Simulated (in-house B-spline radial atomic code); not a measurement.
Binding energies in Xe²⁺

NIST's tabulated ground configuration is [Kr] 4d10 5s2 5p4; each binding energy is the energy of the ion with one electron taken from that subshell, relaxed, less that of the parent. Method: Dirac-Hartree-Fock, average of configuration, Fermi nucleus of rms radius 4.7859 fm. Calculated with an all-electron radial atomic-structure program (B-spline basis). Energies include first-order Breit, QED and recoil terms.

| subshell | X-ray name | binding energy (eV) | -ε (eV) | relaxation (eV) |
| --- | --- | --- | --- | --- |
| 1s | K | 34586.9 | 34777.7 | 67.3 |
| 2s | L1 | 5482.1 | 5531.0 | 35.7 |
| 3s | M1 | 1174.5 | 1191.9 | 15.2 |
| 3d3/2 | M4 | 712.2 | 729.7 | 16.9 |
| 3d5/2 | M5 | 699.6 | 716.4 | 16.6 |
| 4s | N1 | 245.4 | 250.8 | 5.0 |
| 4d3/2 | N4 | 91.06 | 95.05 | 4.00 |
| 4d5/2 | N5 | 89.09 | 92.94 | 3.91 |
| 5s | O1 | 45.22 | 45.89 | 0.62 |
| 5p | O2,3 | 30.84 | 31.32 | 0.47 |

Relaxation = -ε minus the binding energy without Breit, QED and recoil terms.

Question: What does it cost to remove both a 1s and a 4d5/2 electron?

Answer: 34700 eV, which is 24.41 eV more than the two single binding energies together.

Question: What does it cost to remove both a 3d5/2 and a 5s electron?

Answer: 759.38 eV, which is 14.59 eV more than the two single binding energies together.

Question: What does it cost to remove both a 1s and a 5p electron?

Answer: 34631 eV, which is 13.4 eV more than the two single binding energies together.
